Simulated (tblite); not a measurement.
C₆H₈B₂.
Bonds: B1–C2, C2–C3 (double), C3–C4, C4–C5, C5–C6 (double), C6–B7, C6–C8, C2–C8, C4–C8. Hydrogens: H9, H10 on B1; H11 on C3; H12 on C4; H13 on C5; H14, H15 on B7; H16 on C8.

Computed with GFN2-xTB (tblite), gas phase: L-BFGS steps from a force-field or distance-geometry start until the largest atomic force falls under 0.01 eV/Å.

The end geometry, which sets the zero of energy:
```
atom  x, y, z in Å
B1     -1.8724   -1.6768   -0.3669
C2     -1.2082   -0.3047   -0.2902
C3     -1.1408    0.7716   -1.1042
C4     -0.2486    1.5774   -0.1989
C5      1.2081    1.2358   -0.3596
C6      1.1795    0.1667    0.4662
B7      2.1993   -0.8744    0.9199
C8     -0.3093    0.3545    0.7551
H9     -2.5336   -1.9422   -1.2946
H10    -1.7330   -2.4476    0.5007
H11    -1.5221    0.9983   -2.0843
H12    -0.5291    2.5955    0.0506
H13     1.9618    1.6865   -0.9806
H14     1.8769   -1.7403    1.6357
H15     3.3075   -0.7879    0.5554
H16    -0.6436    0.3967    1.7844
```

Problem. These geometries come from the run, each turned onto the end geometry. Order them by energy, lowest first.
A.
```
atom  x, y, z in Å
B1     -1.8799   -1.7056   -0.3568
C2     -1.2015   -0.2995   -0.3218
C3     -1.1381    0.7963   -1.1499
C4     -0.2369    1.4926   -0.1858
C5      1.2303    1.2645   -0.3944
C6      1.1770    0.1616    0.4367
B7      2.2127   -0.8958    0.9358
C8     -0.2783    0.4091    0.6507
H9     -2.5604   -2.0023   -1.2760
H10    -1.7327   -2.4681    0.5347
H11    -1.5764    1.0513   -2.1197
H12    -0.5698    2.4472    0.2695
H13     1.9973    1.7555   -0.9784
H14     1.8665   -1.7637    1.6619
H15     3.3347   -0.8332    0.5897
H16    -0.6519    0.5992    1.6925
```
B.
```
atom  x, y, z in Å
B1     -1.8785   -1.6792   -0.3697
C2     -1.2142   -0.3137   -0.3170
C3     -1.1569    0.7733   -1.1098
C4     -0.2449    1.5635   -0.2093
C5      1.2211    1.2439   -0.3608
C6      1.2009    0.1664    0.4496
B7      2.2045   -0.8776    0.9182
C8     -0.2938    0.3368    0.7123
H9     -2.5457   -1.9866   -1.2653
H10    -1.7254   -2.4185    0.5076
H11    -1.5487    1.0233   -2.0753
H12    -0.5420    2.5739    0.1049
H13     1.9751    1.7191   -0.9576
H14     1.8603   -1.7212    1.6358
H15     3.3160   -0.8243    0.5897
H16    -0.6354    0.4299    1.7354
```
C.
```
atom  x, y, z in Å
B1     -1.8706   -1.6800   -0.3645
C2     -1.2062   -0.3067   -0.3065
C3     -1.1430    0.7759   -1.1129
C4     -0.2464    1.5768   -0.2052
C5      1.2135    1.2417   -0.3637
C6      1.1860    0.1643    0.4520
B7      2.1981   -0.8781    0.9210
C8     -0.3032    0.3448    0.7383
H9     -2.5422   -1.9623   -1.2786
H10    -1.7257   -2.4335    0.5172
H11    -1.5448    1.0209   -2.0810
H12    -0.5295    2.5926    0.0542
H13     1.9697    1.7151   -0.9660
H14     1.8586   -1.7330    1.6423
H15     3.3124   -0.8036    0.5739
H16    -0.6344    0.3739    1.7681
```
D.
```
atom  x, y, z in Å
B1     -1.8781   -1.6767   -0.3710
C2     -1.2093   -0.3128   -0.3109
C3     -1.1542    0.7777   -1.1066
C4     -0.2477    1.5728   -0.2054
C5      1.2153    1.2459   -0.3599
C6      1.1942    0.1654    0.4512
B7      2.2037   -0.8747    0.9165
C8     -0.2962    0.3339    0.7255
H9     -2.5480   -1.9842   -1.2710
H10    -1.7229   -2.4163    0.5101
H11    -1.5479    1.0196   -2.0737
H12    -0.5341    2.5857    0.0726
H13     1.9747    1.7153   -0.9563
H14     1.8566   -1.7198    1.6357
H15     3.3192   -0.8211    0.5865
H16    -0.6330    0.3982    1.7454
```
E.
```
atom  x, y, z in Å
B1     -1.8770   -1.6984   -0.3568
C2     -1.2110   -0.3042   -0.3325
C3     -1.1473    0.7836   -1.1490
C4     -0.2354    1.5873   -0.2401
C5      1.2342    1.2513   -0.3842
C6      1.2014    0.1659    0.4308
B7      2.2051   -0.8916    0.9340
C8     -0.2957    0.3320    0.7265
H9     -2.5577   -2.0007   -1.2730
H10    -1.7329   -2.4642    0.5315
H11    -1.5713    1.0497   -2.1119
H12    -0.5663    2.4493    0.2570
H13     1.9939    1.7533   -0.9772
H14     1.8675   -1.7597    1.6591
H15     3.3320   -0.8325    0.5902
H16    -0.6469    0.5880    1.6844
```

Solution. C (0.002 eV), D (0.016 eV), B (0.037 eV), E (0.317 eV), A (0.891 eV).

In the order of the answer:

| step | E above end (eV) | largest force (eV/Å) | rms force component (eV/Å) | rms distance from end (Å) | rms bond change (Å) | bond most changed (Å) |
| --- | --- | --- | --- | --- | --- | --- |
| 15 | 0.002 | 0.04 | 0.016 | 0.020 | 0.001 | C3–C4 +0.001 |
| 7 | 0.016 | 0.29 | 0.092 | 0.030 | 0.004 | B1–H10 -0.008 |
| 6 | 0.037 | 0.59 | 0.178 | 0.037 | 0.008 | C4–C8 -0.017 |
| 1 | 0.317 | 2.21 | 0.543 | 0.095 | 0.018 | C4–H12 -0.036 |
| 0 | 0.891 | 7.67 | 1.631 | 0.105 | 0.050 | C4–C8 -0.183 |

The cost below is that of the whole relaxation. On an Arm Neoverse V1 with one thread, no GPU, shared host with 32 logical CPUs at a one-minute load of 3.3, this took 0.17 s.
